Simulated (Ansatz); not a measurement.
Consider the formal exchange of groups at a Ge–O bond: `[NH2][GeH2][O]BF` + `C[SiH2]N` → `N[SiH2][CH2][GeH2][NH2]` + `OBF`.

Calculated with Ansatz (gas phase, PBE0-D4/def2-TZVP geometries, no zero-point term in ΔE). CBS: MP2 limit from def2 TZ/QZ plus the TZ coupled-cluster correction, frozen cores. This one scheme is used for every species. DFT in def2-TZVPP. B3LYP here is the variant with VWN-RPA as its local correlation; programs differ in this. For Ge outer-core shells are correlated without core-valence functions, which leaves a few kJ/mol of doubt a bond. Scalar relativity is left out up to krypton. Each species was taken in one conformer, which may not be the lowest.

| level | ΔE (kJ/mol) | difference from CCSD(T)/CBS |
| --- | --- | --- |
| PBE-D4 | 35.5 | -4.4 |
| B3LYP-D4 | 44.7 | 4.8 |
| ωB97X-V | 46.5 | 6.6 |
| ωB97M-V | 43.3 | 3.4 |
| B2PLYP | 51.7 | 11.8 |
| r2SCAN | 46.3 | 6.4 |
| PBE0 | 42.7 | 2.8 |
| B3LYP | 55.8 | 15.9 |
| HF/def2-TZVPP | 68.2 | 28.3 |
| MP2/def2-TZVPP | 40.1 | 0.2 |
| CCSD(T)/def2-TZVPP | 41.5 | 1.6 |
| MP2/def2-QZVPP | 40.1 | 0.2 |
| SCS-MP2/def2-QZVPP | 47.4 | 7.5 |
| HF/CBS(def2) | 70.9 | 31.0 |
| MP2/CBS(def2) | 38.6 | -1.3 |
| CCSD/CBS(def2) | 42.9 | 3.0 |
| CCSD(T)/CBS | 39.9 | 0 |

Largest T1 diagnostic among the species: 0.013.

In def2-TZVPP, CCSD(T) changes the Hartree–Fock value by −26.8 kJ/mol (the triples alone add −2.9 kJ/mol) and MP2 by −28.1 kJ/mol. The D4 term adds −11.1 kJ/mol with B3LYP and −6.3 kJ/mol with PBE0; it sums over pairs of atoms, weighted by their polarisabilities, and B3LYP, whose exchange is more repulsive, gets the larger term.
